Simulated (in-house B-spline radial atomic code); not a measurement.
The numbers below are computed, except where a source is named.
C6 from the polarisability at imaginary frequency: Ca²⁺

PBE linear response of the closed shell [Ne] 3s2 3p6, from a B-spline radial code for spherical atoms; scalar-relativistic (spin-free one-electron X2C), finite nucleus, no spin-orbit coupling.

The dispersion coefficient of two like species is C6 = (3/π) ∫ α(iu)² du from 0 to ∞.

| u (hartree) | α(iu) (bohr³) |
| --- | --- |
| 0 | 3.333 |
| 0.156 | 3.284 |
| 0.364 | 3.083 |
| 0.624 | 2.696 |
| 1.04 | 2.03 |
| 1.56 | 1.39 |
| 2.34 | 0.8338 |
| 3.64 | 0.4323 |
| 5.2 | 0.2455 |
| 7.79 | 0.1282 |
| 13 | 0.05659 |
| 26 | 0.01824 |

**Question.** Fit one oscillator, α(iu) = α(0)/(1 + u²/ω²), through u = 0.624 and estimate C6.

**Answer.** From α(0)/α(iu) − 1 = 3.333/2.696 − 1 = 0.2363, ω = u/√0.2363 = 1.2837 hartree (34.9 eV). London's formula gives C6 = (3/4) α(0)² ω = 0.75 × 3.333² × 1.2837 = 10.7 hartree·bohr⁶, and the oscillator holds f = α(0) ω² = 5.49 electrons, of a sum of oscillator strengths of 17.9.

**Question.** How does that compare with the full integral?

**Answer.** The program's quadrature over all excitations gives C6 = 11.06, so the single oscillator is off by -3.3 %. At the last point the fit gives α = 0.00811 against 0.0182: higher excitations, and deeper shells where there are any, keep the true curve higher at large u.
